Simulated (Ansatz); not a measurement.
`[OH][AlH][Al]([F])[CH2]S` at its PBE0-D4/def2-TZVP geometry, where that method's forces vanish. The species carries charge 0 and has multiplicity 1.

```
atom   x (Å)   y (Å)   z (Å)
  O1  -0.638  -0.019  -2.142
 Al2   1.004  -0.263  -1.701
 Al3   1.075   0.000   0.835
  F4   2.365   0.541   1.732
  C5  -0.581  -0.377   1.800
  S6  -1.061   1.274   1.113
  H7  -0.963  -0.076  -3.041
  H8   2.031  -0.581  -2.876
  H9  -1.323  -1.126   1.539
 H10  -0.550  -0.239   2.881
 H11  -1.358   0.866  -0.140
```

For each bond, give half the difference of the two atoms' forces along it (eV/Å; positive pushes the atoms apart) under PBE-D4, r2SCAN-D4, B3LYP-D4, ωB97M-V in def2-TZVPP. (Best estimate.)

Ansatz gave: 
```tsv
bond	length (Å)	PBE-D4	r2SCAN-D4	B3LYP-D4	ωB97M-V
O1–Al2	1.718	0.24	0.04	0.11	0.13
O1–H7	0.957	0.36	0.02	0.00	-0.05
Al2–Al3	2.551	-0.24	-0.02	-0.07	-0.13
Al2–H8	1.593	0.01	-0.03	-0.10	-0.12
Al3–F4	1.661	0.42	0.03	0.12	0.15
Al3–C5	1.953	0.00	0.04	0.08	0.02
Al3–S6	2.502	0.11	0.05	0.22	0.07
C5–S6	1.851	0.18	0.19	0.35	0.17
C5–H9	1.086	0.08	-0.05	-0.10	-0.08
C5–H10	1.090	0.11	-0.03	-0.11	-0.08
S6–H11	1.351	0.27	0.01	-0.07	-0.13
```

B3LYP here is the variant with VWN-RPA as its local correlation; programs differ in this.
